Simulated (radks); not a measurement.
The numbers below are computed, except where a source is named.
Coulomb parameter of the 3d shell of neutral vanadium in the model configuration [Ar] 3d1.5 4s2 4p1.5, as a second difference U = [E(n + 0.5) + E(n - 0.5) - 2 E(n)] / (0.5)^2 with all orbitals relaxed. "Bare": the charge of the atom changes with n. "Screened": the 4p shell takes up the change at fixed total charge, which measures U(3d,3d) + U(4p,4p) - 2 U(3d,4p). Level of theory: scalar-relativistic Kohn-Sham, LDA (Slater exchange, Perdew-Wang correlation), spin-unpolarised, spherical densities, finite nucleus; Fermi nuclear charge, rms radius 3.6002 fm (a radial shooting solver on a logarithmic mesh with Libxc functionals).

case                  configuration  E - E(n) (eV)
start          [Ar] 3d1.5 4s2 4p1.5          0.000
bare +0.5        [Ar] 3d2 4s2 4p1.5         -5.487
bare -0.5        [Ar] 3d1 4s2 4p1.5          8.619
screened +0.5      [Ar] 3d2 4s2 4p1         -4.721
screened -0.5      [Ar] 3d1 4s2 4p2          6.049

U(bare) = 12.525 eV, U(screened by 4p) = 5.309 eV, against the Slater integral F0(3d,3d) = 20.883 eV with frozen orbitals. The step up makes a negative ion, whose loosely bound charge lowers the bare value.
